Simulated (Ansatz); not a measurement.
NiP₂H₈⁺, that is NiH2(PH3)2 with one electron fewer. Charge 1, multiplicity 2. Geometry PBE-D4/def2-SVP; atoms count from 1.

```xyz
11

Ni   -0.057    0.167    0.042
H    -0.327    1.816    0.107
H    -0.832    1.496    0.697
P    -1.188   -1.142    1.449
H    -0.939   -2.548    1.381
H    -2.615   -1.153    1.373
H    -1.022   -0.941    2.853
P     1.411    0.508   -1.602
H     2.555    1.321   -1.339
H     0.952    1.117   -2.810
H     2.060   -0.641   -2.150
```

In the charge 1 doublet, H2 and H3 lie 0.84 Å apart (atoms count from 1), so H2 has formed as a molecule. No other spin state of charge 1 was run.

Question: Estimate the Mulliken populations from the PBE0/def2-TZVP orbitals of Ansatz.

Answer: 
```tsv
atom	charge (e)	spin (α − β)	d electrons
Ni1	0.02	0.91	8.89
H2	0.11	0.03	–
H3	0.11	0.03	–
P4	-0.09	0.01	–
H5	0.16	0.01	–
H6	0.16	0.00	–
H7	0.16	0.00	–
P8	-0.09	0.01	–
H9	0.16	0.00	–
H10	0.16	0.00	–
H11	0.16	0.01	–
```
Mulliken values and Mayer orders depend strongly on the basis.

Question: Where does the spin sit?

Answer: Summed by element: Ni 0.91, H 0.06, P 0.03, of 1 unpaired in all. Largest on single atoms: Ni1 0.91, H3 0.03, H2 0.03.

Question: And the Mayer bond orders between bonded heavy atoms (over 0.3)?

Answer: Ni1–P4 0.81 (2.23 Å); Ni1–P8 0.81 (2.23 Å).
